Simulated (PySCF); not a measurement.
Compound: CH10N4OSi3.
SMILES with atom numbers: `[NH2:1][C:2](=[O:3])[SiH:4]1[NH:5][SiH2:6][NH:7][SiH2:8][NH:9]1`

NICS is the negative of the GIAO shielding at a point without a nucleus: at the ring centre (0) and 1 Å above and below it (1); zz is the component along the ring normal. Level: GIAO PBE0/pcSseg-1 (PySCF, non-relativistic, gas phase) on the PBE0-D3(BJ)/def2-SVP geometry, one conformer.

Ring bond lengths (Å), with Mayer bond orders in brackets: Si4–N5 1.743 (0.93), N5–Si6 1.755 (0.93), Si6–N7 1.743 (0.95), N7–Si8 1.741 (0.95), Si8–N9 1.739 (0.93), N9–Si4 1.735 (0.96).

What do the NICS probes read (ppm)?

| ring | type | NICS(0) | NICS(1), two faces | NICS(1)zz, two faces | rms pucker (Å) | centre to ring atoms, mean (Å) |
| --- | --- | --- | --- | --- | --- | --- |
| Si4–N5–Si6–N7–Si8–N9 | 6-membered ring with 3 N and 3 Si; formal bonds all single | -2.3 | -0.5 / -1.8 | 4.8 / 4.0 | 0.25 | 1.70 |

What do they say, and how far can they be read as aromaticity?

- Si4–N5–Si6–N7–Si8–N9: mean NICS(1)zz 4.4 ppm, deshielded. Si4, Si6, Si8 have four or more neighbours, and the NICS criterion for π rings isn't applied.

List the ring angles and the Hirshfeld charges of the ring atoms.

- Si4–N5–Si6–N7–Si8–N9: Si4 107.4° (+0.408 e), N5 117.6° (-0.337 e), Si6 111.0° (+0.387 e), N7 121.4° (-0.336 e), Si8 104.4° (+0.401 e), N9 130.6° (-0.321 e); sum 692.3° against 720° for a flat convex ring.

How do the values depend on the level or the medium?

| level | NICS(0), Si4–N5–Si6–N7–Si8–N9 | mean NICS(1)zz, Si4–N5–Si6–N7–Si8–N9 |
| --- | --- | --- |
| PBE0/pcSseg-1, gas | -2.3 | 4.4 |
| wB97X-D/pcSseg-1, gas | -2.2 | 4.3 |

The geometry is the same throughout.
